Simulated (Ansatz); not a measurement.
C2H10BNSi, relaxed with RKS PBE0-D4/def2-TZVP in Ansatz from a PBE-D4/def2-SVP geometry. The force threshold is 0.005 eV/Å; the program also tests the step.

Total charge 0; spin multiplicity 1. The bonds changed during the relaxation, so this is another structure than the one it started from.

Start:

```xyz
15

B     0.577    1.866   -0.094
Si   -0.423    0.169    0.114
C    -0.387   -0.894    1.682
C    -1.169   -0.809   -1.326
N     1.407    0.491   -0.355
H     0.395    2.510   -1.114
H     0.924    2.438    0.926
H     0.255   -0.429    2.457
H    -1.408   -0.971    2.110
H    -0.028   -1.927    1.486
H    -0.970   -0.300   -2.291
H    -2.272   -0.870   -1.213
H    -0.780   -1.848   -1.378
H     2.154    0.261    0.310
H     1.725    0.312   -1.314
```

Q: By how much does the energy fall, and how many steps does the optimiser take? (An estimate is asked.)

A: Ansatz gave: 1.77 kcal/mol, in 7 steps, 1 of them rejected.

Q: Which bonds change most? (Best estimate.)

A: Computed: Si2–N5 from 1.917 to 1.863 Å; B1–Si2 from 1.981 to 1.952 Å; Si2–C4 from 1.895 to 1.872 Å; Si2–C3 from 1.895 to 1.872 Å.

Q: Give the relaxed structure. (An estimate is asked.)

A: The calculation gave: 
```xyz
15

B     0.551    1.850   -0.089
Si   -0.378    0.144    0.102
C    -0.383   -0.886    1.666
C    -1.158   -0.800   -1.314
N     1.399    0.472   -0.350
H     0.395    2.476   -1.101
H     0.916    2.416    0.904
H     0.229   -0.417    2.439
H    -1.401   -0.960    2.060
H    -0.019   -1.903    1.493
H    -0.994   -0.280   -2.261
H    -2.240   -0.866   -1.166
H    -0.771   -1.819   -1.396
H     2.136    0.263    0.308
H     1.718    0.310   -1.295
```
